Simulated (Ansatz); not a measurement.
Reaction (formal exchange of groups at the Si–Si bond): `N[Si](F)(F)[SiH3]` + `C[SiH2]N` → `N[SiH2]C[Si](N)(F)F` + SiH₄

Computed with Ansatz on PBE0-D4/def2-TZVP structures; ΔE is electronic, products minus reactants. CCSD(T)/CBS is the MP2 limit (def2-TZVPP, def2-QZVPP) plus CCSD(T) − MP2 in def2-TZVPP, frozen cores. This one scheme is used for every species. Each species was taken in one conformer, which may not be the lowest.

| species | CCSD(T)/CBS(def2) energy (Eh) |
| --- | --- |
| `N[Si](F)(F)[SiH3]` | -835.62453 |
| `C[SiH2]N` | -386.08232 |
| `N[SiH2]C[Si](N)(F)F` | -930.25939 |
| SiH₄ | -291.46306 |

(1) Work out ΔE.

Largest T1 diagnostic among the species: 0.012.

Answers

(1) ΔE = (-930.25939) + (-291.46306) − (-835.62453) − (-386.08232) = -0.01560 Eh = -9.8 kcal/mol.

The D4 term adds −2.8 kcal/mol with B3LYP and −1.6 kcal/mol with PBE0; it sums over pairs of atoms, weighted by their polarisabilities, and B3LYP, whose exchange is more repulsive, gets the larger term. In def2-TZVPP, CCSD(T) changes the Hartree–Fock value by −1.7 kcal/mol (the triples alone add −0.3 kcal/mol) and MP2 by −3.0 kcal/mol. From PBE to PBE0 (25 % exact exchange), in def2-TZVPP and without D4, ΔE moves by −1.6 kcal/mol.

B3LYP here is the variant with VWN-RPA as its local correlation; programs differ in this.
